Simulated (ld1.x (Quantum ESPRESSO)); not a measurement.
## ytterbium, RRKJ: configuration errors across variants

```json
{"Element": "ytterbium (Yb)", "Generator": "ld1.x (Quantum ESPRESSO) 7.5", "Type": "norm-conserving RRKJ (Kleinman–Bylander form)", "Functional": "PBE", "Relativity": "scalar-relativistic", "Frozen core": "[Kr] 4d10", "Valence charge": "24", "Reference configuration": "4f14 5s2 5p6 5d0 6s0 6p0 (charge +2)", "Partial waves": "5p (bound): rc 1.65 bohr; 5d (bound, empty): rc 2.40 bohr; 4f (bound): rc 0.90 bohr; 5s (bound): rc 2.15 bohr", "Local potential": "the s channel", "Core correction": "none", "rho0": "0.005"}
```

All-electron excitation energies from the reference (eV): (1) 4f14 5s2 5p6 5d0 6s2 6p0 -18.777; (2) 4f14 5s2 5p6 5d0 6s1 6p0 -12.245; (3) 4f13 5s2 5p6 5d0 6s0 6p0 26.585; (4) 4f14 5s2 5p5 5d0 6s2 6p0 14.213; (5) 4f14 5s2 5p6 5d1 6s0 6p0 -9.304; (6) 4f13 5s2 5p6 5d0 6s2 6p0 -8.359.

Tests that are not counted but printed errors over 1 eV. “base”: 4f14 5s2 5p6 5d1 6s1 6p0 (pseudo-atom not self-consistent, printed error -6252 eV). “all radii scaled by about 1.04 (s 2.24, p 1.72, d 2.50, f 0.94 bohr)”: 4f14 5s2 5p6 5d1 6s1 6p0 (pseudo-atom not self-consistent, printed error -6387 eV). “all radii scaled by about 1.08 (s 2.34, p 1.78, d 2.60, f 0.98 bohr)”: 4f14 5s2 5p6 5d0 6s2 6p0 (pseudo-atom not self-consistent, printed error -6298 eV); 4f14 5s2 5p6 5d1 6s1 6p0 (pseudo-atom not self-consistent, printed error -6359 eV).

6 further variants failed, have other tests or too few solved ones, and are left out.

A true bound ghost makes a file unfit for plane-wave use even where its test errors are small: the radial tests pick states by their node count and pass the ghost by. Where a test does run into it, the solver fails or the error is huge.

Errors AE − PS in meV (a dash: test not solved or not reliable):

```tsv
change	(1)	(2)	(3)	(4)	(5)	(6)	bound ghosts
base	+3046	+2077	+40	+5204	-3.5	+6105	none
all radii scaled by about 1.04 (s 2.24, p 1.72, d 2.50, f 0.94 bohr)	+3369	+2287	+27	+5702	-3.4	+6643	none
all radii scaled by about 1.08 (s 2.34, p 1.78, d 2.60, f 0.98 bohr)	–	+2700	-97	+6655	-7.0	+7655	p
```

**Question.** Give the same row for: all radii scaled by about 0.90 (s 1.92, p 1.48, d 2.16, f 0.80 bohr).

**Answer.** +1630, +1129, -7.7, +2900, -2.6, –; bound ghosts: none. Not counted: 4f13 5s2 5p6 5d0 6s2 6p0 (pseudo-atom not self-consistent, printed error -6069 eV).
